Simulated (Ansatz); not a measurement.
Ag₃⁺ was relaxed with B3LYP-D4 (def2-TZVP) in Ansatz in these states: charge +1 quintet, charge +1 singlet, charge +1 triplet. The geometries follow in no particular order.

In the def2 sets Ag takes a core potential; there is no spin–orbit coupling.

A:

```xyz
3

Ag    0.000    0.000    0.000
Ag   -2.182   -1.476    1.021
Ag    2.182    1.476   -1.021
```

B:

```xyz
3

Ag   -1.115    0.777    0.799
Ag    0.122   -1.566    0.138
Ag    0.993    0.789   -0.937
```

C:

```xyz
3

Ag   -0.318   -1.234   -1.876
Ag   -0.520   -0.827    1.442
Ag    0.838    2.060    0.434
```

Q: Judge from the bond lengths which geometry belongs to which state (an estimate).

A: A is the charge +1 triplet (Ag2–Ag3 5.651 Å, Ag1–Ag3 2.825 Å, Ag1–Ag2 2.826 Å); B is the charge +1 singlet (Ag2–Ag3 2.731 Å, Ag1–Ag3 2.731 Å, Ag1–Ag2 2.731 Å); C is the charge +1 quintet (Ag2–Ag3 3.346 Å, Ag1–Ag3 4.186 Å, Ag1–Ag2 3.349 Å).

At PBE0-D4/def2-TZVP a singlet lies 1.76 eV below the charge +1 triplet. At PBE0-D4/def2-TZVP a singlet lies 7.30 eV below the charge +1 quintet. These are the stationary points nearest to one start from a short search; other shapes may lie lower in each state.
